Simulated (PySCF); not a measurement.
## Computed beside measured shifts: 5-Phenylpentanoyl fluoride (2s) (C11H13FO)

System: 5-Phenylpentanoyl fluoride (2s) (C11H13FO), SMILES O=C(F)CCCCc1ccccc1.

Atom-mapped SMILES (hydrogens are numbered by the atom that bears them): [O:1]=[C:2]([F:3])[CH2:4][CH2:5][CH2:6][CH2:7][c:8]1[cH:9][cH:10][cH:11][cH:12][cH:13]1

Computed with GIAO KT3/pcSseg-1, gas phase, PySCF SCF with an in-house response code, fitting set def2-universal-JFIT, grid level 2, non-relativistic, geometry: GFN2-xTB.

One optimised conformer. Values are averaged over the atoms that symmetry or fast rotation interchanges, on this one geometry and without vibrational averaging. Shifts are the reference shielding less the shielding here, at the same level (13C, 1H against isolated TMS; 19F against isolated CFCl3; 17O against isolated H2O); nuclei without a reference have shieldings only.

Q: What shifts does this level give for F3, and how do they compare with measurement?

A: 
| atom | nucleus | computed / ppm | measured / ppm | computed less measured | measured against | medium of the measurement |
| --- | --- | --- | --- | --- | --- | --- |
| F3 | 19F | 19.1 | 45.5 | -26.4 | CFCl3 | CDCl3 |

Computed 19F and 31P shifts carry an offset from the reference molecule (CFCl3 is hard for DFT, lone H3PO4 or PH3 isn't the 85 % acid), so differences between compounds are more accurate than the values.

Measured values: Marie Gonay, Chloé Batisse, Jean-François Paquin, Synthesis of Acyl Fluorides from Carboxylic Acids Using NaF-Assisted Deoxofluorination with XtalFluor-E, J. Org. Chem. 2020, 85, 10253−10260.
